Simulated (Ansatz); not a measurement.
Born–Oppenheimer molecular dynamics of CH₄BNS (8 atoms, charge 0, multiplicity 1). It starts from a relaxed structure.

Level of theory: RKS LDA/def2-SVP (Ansatz).

```json
{"ensemble": "NVE (velocity Verlet)", "time step": "1 fs", "steps asked": "300", "starting velocities drawn for": "300 K", "seed": "195596"}
```

First frame:

```xyz
8
Properties=species:S:1:pos:R:3
N -1.111 0.582 -0.306
C 0.101 0.717 0.076
B 0.958 -0.611 0.257
S 0.063 -2.069 -0.109
H -1.639 1.466 -0.414
H 0.540 1.725 0.274
H 2.120 -0.622 0.615
H -1.033 -1.188 -0.392
```

Problem. What does the run give?

Solution. All steps were run.

- steps done: 300
- time covered: 300 fs
- mean temperature over the second half: 149 K
- spread of the potential energy over the second half: 2.9 meV per atom
- mean potential energy of the second half above the start: 15.0 meV per atom

The conserved energy stayed within 0.69 meV per atom of its start (net change 0.32 meV per atom), so the integration is sound. Over the second half the temperature averaged 0.50 of the 300 K drawn at the start: a run that starts near a minimum puts about half its kinetic energy into the potential. A run of 0.3 ps of so small a system gives no equilibrium averages.

Problem. What happens to the structure?

Solution. The same pairs are bonded in the first frame and the last. Pairs count as bonded within 1.25 times the sum of covalent radii (0.12 Å more for H–H). This is one draw of velocities; another would differ in detail.

Problem. How do temperature and energy run in time?

Solution. 
```json
{"time (fs)": "0", "T (K)": "300", "potential energy less start (eV)": "0.000", "conserved less start (meV/atom)": "0.00"}
{"time (fs)": "15", "T (K)": "117", "potential energy less start (eV)": "0.146", "conserved less start (meV/atom)": "0.46"}
{"time (fs)": "30", "T (K)": "131", "potential energy less start (eV)": "0.134", "conserved less start (meV/atom)": "0.43"}
{"time (fs)": "45", "T (K)": "163", "potential energy less start (eV)": "0.107", "conserved less start (meV/atom)": "0.16"}
{"time (fs)": "60", "T (K)": "197", "potential energy less start (eV)": "0.082", "conserved less start (meV/atom)": "0.33"}
{"time (fs)": "75", "T (K)": "109", "potential energy less start (eV)": "0.152", "conserved less start (meV/atom)": "0.56"}
{"time (fs)": "90", "T (K)": "206", "potential energy less start (eV)": "0.073", "conserved less start (meV/atom)": "0.06"}
{"time (fs)": "105", "T (K)": "129", "potential energy less start (eV)": "0.136", "conserved less start (meV/atom)": "0.32"}
{"time (fs)": "120", "T (K)": "140", "potential energy less start (eV)": "0.128", "conserved less start (meV/atom)": "0.46"}
{"time (fs)": "135", "T (K)": "162", "potential energy less start (eV)": "0.109", "conserved less start (meV/atom)": "0.18"}
{"time (fs)": "150", "T (K)": "173", "potential energy less start (eV)": "0.100", "conserved less start (meV/atom)": "0.22"}
{"time (fs)": "165", "T (K)": "102", "potential energy less start (eV)": "0.158", "conserved less start (meV/atom)": "0.52"}
{"time (fs)": "180", "T (K)": "153", "potential energy less start (eV)": "0.115", "conserved less start (meV/atom)": "0.20"}
{"time (fs)": "195", "T (K)": "148", "potential energy less start (eV)": "0.120", "conserved less start (meV/atom)": "0.29"}
{"time (fs)": "210", "T (K)": "135", "potential energy less start (eV)": "0.132", "conserved less start (meV/atom)": "0.46"}
{"time (fs)": "225", "T (K)": "136", "potential energy less start (eV)": "0.129", "conserved less start (meV/atom)": "0.33"}
{"time (fs)": "240", "T (K)": "159", "potential energy less start (eV)": "0.111", "conserved less start (meV/atom)": "0.24"}
{"time (fs)": "255", "T (K)": "146", "potential energy less start (eV)": "0.123", "conserved less start (meV/atom)": "0.44"}
{"time (fs)": "270", "T (K)": "104", "potential energy less start (eV)": "0.156", "conserved less start (meV/atom)": "0.48"}
{"time (fs)": "285", "T (K)": "161", "potential energy less start (eV)": "0.110", "conserved less start (meV/atom)": "0.35"}
{"time (fs)": "300", "T (K)": "182", "potential energy less start (eV)": "0.094", "conserved less start (meV/atom)": "0.32"}
```

Run time: 6.9 min on 1 thread of Arm Neoverse V1 (shared host), peak memory 0.1 GiB.
